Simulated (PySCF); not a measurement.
## How methods differ on the electron affinity of K

K- [Ar] 4s2 (1S) → K [Ar] 4s1 (2S), as a difference of total energies. All numbers are calculated (PySCF 2.14, the spin-free X2C one-electron Hamiltonian (Gaussian nucleus), in x2c-TZVPPall with one added diffuse shell each of s, p, d type (7s5p4d, 42 functions)). Correlated levels: valence and next inner shell: [Ne] frozen. The calculations carry no spin-orbit coupling.

| method | electron affinity (eV) |
| --- | --- |
| UHF | -0.086 |
| MP2 (valence and next inner shell) | 0.302 |
| SCS-MP2 (valence and next inner shell) | 0.363 |
| CCSD (valence and next inner shell) | 0.445 |
| CCSD(T) (valence and next inner shell) | 0.474 |

Errors of the correlated levels include the incompleteness of this basis and the frozen core.

A negative affinity means that the anion lies above the atom at that level of theory.

The coupled-cluster amplitudes are large for K- (T1 above 0.03 or a double amplitude above 0.15), so a single reference is strained.

For comparison: 0.501 eV (measured; photodetachment measurements, as compiled on the Wikipedia data page of electron affinities).
